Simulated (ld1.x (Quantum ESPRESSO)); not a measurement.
Transferability test, PAW potential for P (Z = 15)

ld1.x (Quantum ESPRESSO) 7.5 input, shortened:

```
&input
   title='P', zed=15., rel=1, dft='PBE', iswitch=3,
   config='[Ne] 3s2 3p3 3d-2'
 /
 &inputp
   pseudotype=3, lpaw=.true., tm=.true., lloc=-1, rcloc=1.20,
   nlcc=.true., new_core_ps=.true.,
   which_augfun='PSQ', rmatch_augfun_nc=.true.
 /
6
3S  1  0   2.00   0.00  1.05  1.35  0.0
3S  1  0   0.00   0.05  1.05  1.35  0.0
3P  2  1   3.00   0.00  1.25  1.75  0.0
3P  2  1   0.00   0.40  1.25  1.75  0.0
3D  3  2  -2.00   0.35  1.70  1.90  0.0
3D  3  2  -2.00   2.10  1.70  1.90  0.0
 &test
   configts(1)='3s2 3p3'
 /
```

Energies are relative to the spin-unpolarised reference configuration 3s2 3p3; without spin polarisation the order of configurations can differ from experiment. Not all tests gave a result: 1 of 7 tests not solved or not reliable. Left out of the table: 3s2 3p1 (solver errors, printed error -45.6 eV). The frozen-core shift is the all-electron ΔE with the core orbitals held at their reference shape minus the fully relaxed ΔE.

**Question.** Give the all-electron excitation energy and the error of the potential for: 3s2 3p2; 3s2 3p0; 3s1 3p3; 3s2 3p2.5; 3s1 3p0; 3s2 3p3.3.

**Answer.**

| valence configuration | charge | ΔE all-electron (eV) | error AE − PS (meV) | frozen-core shift (meV) |
| --- | --- | --- | --- | --- |
| 3s2 3p2 | +1 | 9.730 | -1.1 | +1.1 |
| 3s2 3p0 | +3 | 58.616 | -59 | +41 |
| 3s1 3p3 | +1 | 18.850 | -2.4 | +2.8 |
| 3s2 3p2.5 | +0.5 | 3.775 | -0.4 | +0.2 |
| 3s1 3p0 | +4 | 110.621 | -139 | +137 |
| 3s2 3p3.3 | -0.3 | -1.307 | +0.1 | 0.0 |

Levels in the configuration 3s2 3p2:

| level | all-electron (eV) | pseudo (eV) |
| --- | --- | --- |
| 3s | -23.287 | -23.289 |
| 3p | -14.215 | -14.217 |
